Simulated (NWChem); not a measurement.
H$_{2}$S$_{2}$ cation, doublet; SMILES of the neutral closed-shell parent SS

```xyz
4

S      0.0692    -1.0017     0.0000
S     -0.0692     1.0017     0.0000
H     -1.2814    -1.1905     0.0000
H      1.2814     1.1905     0.0000
```
Atoms are numbered in this order, from 1.

Results from NWChem. Spin-unrestricted. In the optimisation the excess spin sits in bg (C2h, its own frame). Structure relaxed at the PBE0/def2-SVP, spin-unrestricted level. The spin multiplicity was typed, not searched, and may not be the lowest. No stability test was run on the SCF state. Level: PBE0/def2-SVP with COSMO at NWChem's default radii, gas-phase geometry; rows give the dielectric constant. Reactions with the solvent are ignored.

```tsv
dielectric constant	electrostatic solvation energy (kcal/mol)
1.5	(withheld)
2.0	-33.8
11.7	-61.9
20.7	-64.4
37.5	-65.9
```

Task: Fill in the missing entries.

Result: 
- 1.5, electrostatic solvation energy (kcal/mol): -22.5
